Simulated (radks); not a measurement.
Coulomb parameter of the 4f shell of the terbium ion Tb2+ in the model configuration [Xe] 4f8 6s1, as a second difference U = [E(n + 0.5) + E(n - 0.5) - 2 E(n)] / (0.5)^2 with all orbitals relaxed. "Bare": the charge of the atom changes with n. "Screened": the 6s shell takes up the change at fixed total charge, which measures U(4f,4f) + U(6s,6s) - 2 U(4f,6s). Method: scalar-relativistic Kohn-Sham, BLYP, spin-unpolarised, spherical densities, finite nucleus; Fermi nuclear charge, rms radius 5.06 fm; computed with a radial shooting solver on a logarithmic mesh with Libxc functionals.

| case | configuration | E - E(n) (eV) |
|---|---|---|
| start | [Xe] 4f8 6s1 | 0.000 |
| bare +0.5 | [Xe] 4f8.5 6s1 | -10.521 |
| bare -0.5 | [Xe] 4f7.5 6s1 | 14.956 |
| screened +0.5 | [Xe] 4f8.5 6s0.5 | -3.521 |
| screened -0.5 | [Xe] 4f7.5 6s1.5 | 5.420 |

U(bare) = 17.740 eV, U(screened by 6s) = 7.596 eV, against the Slater integral F0(4f,4f) = 30.526 eV with frozen orbitals.
